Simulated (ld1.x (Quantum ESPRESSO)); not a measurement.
Configuration tests for silver (Ag) (TM semilocal)

ld1.x (Quantum ESPRESSO) 7.5 input, shortened:

```
&input
   title='Ag', zed=47., rel=1, dft='PZ', iswitch=3,
   config='[Kr] 4d9 5s0 5p0'
 /
 &inputp
   pseudotype=1, tm=.true., lloc=0,
   nlcc=.false.
 /
3
4P  2  1   6.00   0.00  1.10  1.10  0.0
4D  3  2   9.00   0.00  1.30  1.30  0.0
4S  1  0   2.00   0.00  1.15  1.15  0.0
 &test
   configts(1)='4s2 4p6 4d9 5s0 5p0'
 /
```

Energies are relative to the spin-unpolarised reference configuration 4s2 4p6 4d9 5s0 5p0; without spin polarisation the order of configurations can differ from experiment. Spin-polarised rows fill each open shell by Hund’s rule, majority spin first. The frozen-core shift is the all-electron ΔE with the core orbitals held at their reference shape minus the fully relaxed ΔE.

| valence configuration | charge | ΔE all-electron (eV) | error AE − PS (meV) | frozen-core shift (meV) |
| --- | --- | --- | --- | --- |
| 4s2 4p6 4d10 5s1 5p0 | 0 | -30.485 | +284 | -0.2 |
| 4s2 4p6 4d10 5s0 5p0 | +1 | -22.383 | +3.1 | +1.7 |
| 4s2 4p6 4d8 5s0 5p0 | +3 | 36.434 | -1.4 | -0.9 |
| 4s1 4p6 4d10 5s1 5p0 | +1 | 71.603 | +431 | +28 |
| 4s2 4p6 4d9 5s1 5p1 | 0 | -21.914 | +412 | -3.7 |
| 4s2 4p6 4d9 5s1 5p0 | +1 | -17.107 | +447 | -2.6 |
| 4s2 4p6 4d10 5s1 5p0 (spin-polarised) | 0 | -30.634 | +282 | -0.2 |

Task: What are ΔE and the potential's error for 4s2 4p5 4d10 5s1 5p0?

Result: ΔE = 34.866 eV all-electron; the error (AE − PS) is +443 meV.

Task: What are ΔE and the potential's error for 4s2 4p6 4d9 5s0 5p0 (spin-polarised)?

Result: ΔE = -0.161 eV all-electron; the error (AE − PS) is +13 meV.

Levels in the configuration 4s1 4p6 4d10 5s1 5p0:

```tsv
level	all-electron (eV)	pseudo (eV)
4s	-109.635	-109.434
4p	-72.866	-72.643
4d	-20.500	-20.294
5s	-13.257	-13.637
```

A variational frozen-core shift is positive and of second order in the change. This column holds negative values, so the frozen-core run of ld1.x carries numerical noise or an error of first order here, and the column gives no more than the rough size of the effect.
